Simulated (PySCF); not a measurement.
How methods differ on the ionisation energy of Ta

Ta [Xe] 4f14 5d3 6s2 [5d3/2^3, M_J = 3/2] → Ta+ [Xe] 4f14 5d3 6s1 [5d3/2^3 6s1/2^1, M_J = 1], as a difference of total energies. Calculation: PySCF 2.14, in x2c-SVPall-2c (7s9p9d2f, 93 functions); the two-component X2C-1e Hamiltonian. "Screened" scales the spin-orbit matrix elements by Boettger's factors to mimic the two-electron term; Breit and QED terms are absent.

| method | ionisation energy (eV) |
| --- | --- |
| GHF (spin-free) | 5.837 |
| GHF (screened spin-orbit) | 5.837 |

The spin-free rows relax to the high-spin LS determinant and lack the spin-orbit shift.

Errors of the correlated levels include the incompleteness of this basis and the frozen core.

The labels give the starting determinants; with spin-orbit coupling the two ends relaxed to ⟨J²⟩ = 5.90, ⟨L²⟩ = 11.83, ⟨S²⟩ = 3.71 and ⟨J²⟩ = 5.28, ⟨L²⟩ = 11.90, ⟨S²⟩ = 5.95.

The determinant of Ta and of Ta+ mixes levels of different J (the jj label is only the starting occupation), so the difference between spin-free and spin-orbit rows is not the physical spin-orbit shift.

For comparison: 7.550 eV (measured; NIST Atomic Spectra Database, ionization energies).
